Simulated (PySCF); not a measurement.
PySCF input for arsine cation (AsH3), SMILES [AsH3] (connectivity only; charge and spin as stated), charge +1, multiplicity 2, IEF-PCM-M06-2X/def2-TZVPD. Geometry: B3LYP-D3(BJ)/def2-TZVPD. The multiplicity is an assumed one; other spin states were not compared.

```python
import numpy as np
from pyscf import gto, scf, dft
from pyscf.solvent import pcm

mol = gto.M(
    atom='''
    As    0.00000000   -0.00000000    0.03609658
    H     1.24409697   -0.71827972   -0.39706241
    H    -1.24409697   -0.71827972   -0.39706240
    H    -0.00000001    1.43655944   -0.39706240
    ''',
    basis='def2-TZVPD',
    charge=1,
    spin=1,
    max_memory=1600,
    verbose=3,
)
mf = dft.UKS(mol, xc='m06-2x').density_fit(auxbasis='def2-universal-jkfit')
mf.grids.level = 4
mf.conv_tol = 1e-9
mf.max_cycle = 100
mf.kernel()
fine, coarse = mf.grids, dft.Grids(mol).set(level=1).build(with_non0tab=True)
for _ in range(3):  # follow internal instabilities
    mf.grids = coarse
    mo, _, stable, _ = mf.stability(return_status=True, nroots=4)
    mf.grids = fine
    if stable:
        break
    mf.kernel(mf.make_rdm1(mo, mf.mo_occ))
res = {}
for name, eps in {'water': 78.355, 'ethanol': 24.852, 'methanol': 32.613}.items():
    s = mf.PCM()
    s.with_solvent.method, s.with_solvent.eps, s.with_solvent.lebedev_order = 'IEF-PCM', eps, 29
    s.kernel(mf.make_rdm1())
    res[name] = (s.e_tot, eps, s.dip_moment(), s.mo_energy, s.converged)
    print(f'{name}: electrostatic solvation free energy {(s.e_tot - mf.e_tot) * 627.509474:.3f} kcal/mol')
```

It prints:

```

WARN: HOMO -0.248691202408817 >= LUMO -0.248691202408814

converged SCF energy = -2237.31330927891  <S^2> = 0.75346882  2S+1 = 2.0034658
<class 'pyscf.df.df_jk.DFUKS'> wavefunction is stable in the internal stability analysis

WARN: PCM is an experimental feature. It is still in testing.
Features and APIs may be changed in the future.

converged SCF energy = -2237.42894933495  <S^2> = 0.75344372  2S+1 = 2.0034408

WARN: System has nonzero charge 1; the dipole moment is origin-dependent.
Location of origin: [0. 0. 0.]

Dipole moment(X, Y, Z, Debye):  0.00000, -0.00050, -0.49083
water: electrostatic solvation free energy -72.565 kcal/mol

WARN: PCM is an experimental feature. It is still in testing.
Features and APIs may be changed in the future.

converged SCF energy = -2237.42575634702  <S^2> = 0.75344516  2S+1 = 2.0034422

WARN: System has nonzero charge 1; the dipole moment is origin-dependent.
Location of origin: [0. 0. 0.]

Dipole moment(X, Y, Z, Debye):  0.00000, -0.00036, -0.48807
ethanol: electrostatic solvation free energy -70.562 kcal/mol

WARN: PCM is an experimental feature. It is still in testing.
Features and APIs may be changed in the future.

converged SCF energy = -2237.42686955875  <S^2> = 0.75344467  2S+1 = 2.0034417

WARN: System has nonzero charge 1; the dipole moment is origin-dependent.
Location of origin: [0. 0. 0.]

Dipole moment(X, Y, Z, Debye):  0.00000, -0.00040, -0.48902
methanol: electrostatic solvation free energy -71.260 kcal/mol
```

The calculation finished and met its thresholds.
